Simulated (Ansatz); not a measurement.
Calculated with Ansatz (gas phase, PBE0-D4/def2-TZVP geometries, no zero-point term in ΔE). CCSD(T)/CBS adds triple-zeta CCSD(T) − MP2 to the extrapolated MP2 energy (def2 sets, frozen cores). This one scheme is used for every species. Functionals use def2-TZVPP. Each species was taken in one conformer, which may not be the lowest.

Reaction (substitution at a C–C bond): `C[C@H](F)[C@H](F)C(F)F` + H–F → `CC(F)C(F)F` + `FCF`

`C[C@H](F)[C@H](F)C(F)F`:

Z-matrix (Å, degrees):
```
C
C 1 1.507
H 1 1.089 2 111.5
H 1 1.090 2 109.2 3 -120.4
H 1 1.092 2 110.2 3 120.9
F 2 1.390 1 109.4 3 61.6
C 2 1.517 1 115.4 3 -61.1
H 2 1.096 1 110.4 3 178.6
F 7 1.379 2 108.7 1 -163.2
C 7 1.519 2 114.8 1 77.9
H 7 1.096 2 109.9 1 -44.9
F 10 1.351 7 109.1 2 -179.9
F 10 1.356 7 109.6 2 -62.5
H 10 1.092 7 112.7 2 59.1
```

H–F:

Z-matrix (Å, degrees):
```
F
H 1 0.920
```

`CC(F)C(F)F`:

Cartesian coordinates in Å:
```
C -0.934 -0.231 0.861
C -0.165 0.568 -0.154
F 0.356 1.708 0.433
C 1.003 -0.184 -0.765
F 0.522 -1.190 -1.538
F 1.781 -0.736 0.193
H -0.286 -0.522 1.688
H -1.761 0.364 1.248
H -1.340 -1.132 0.397
H -0.808 0.890 -0.980
H 1.633 0.466 -1.382
```

`FCF`:

Cartesian coordinates in Å:
```
F 1.211 0.493 0.069
C -0.014 -0.072 -0.011
F -0.946 0.893 0.149
H -0.133 -0.514 -1.004
H -0.119 -0.801 0.797
```

| species | ωB97X-V energy (Eh) |
| --- | --- |
| `C[C@H](F)[C@H](F)C(F)F` | -555.47366 |
| H–F | -100.45411 |
| `CC(F)C(F)F` | -416.90831 |
| `FCF` | -239.01341 |

Work out ΔE.

ΔE = (-416.90831) + (-239.01341) − (-555.47366) − (-100.45411) = 0.00605 Eh = +15.9 kJ/mol. CCSD(T)/CBS gives +28.1 kJ/mol.

Largest T1 diagnostic among the species: 0.011.

From PBE to PBE0 (25 % exact exchange), in def2-TZVPP and without D4, ΔE moves by +3.3 kJ/mol. Leaving LDA and LC-ωPBE aside and taking each functional with its dispersion term where it has one, the values, not all of them listed here, spread over 8.7 kJ/mol, from BLYP-D4 to PBE-QIDH. LDA lies +12.7 kJ/mol from PBE without D4.
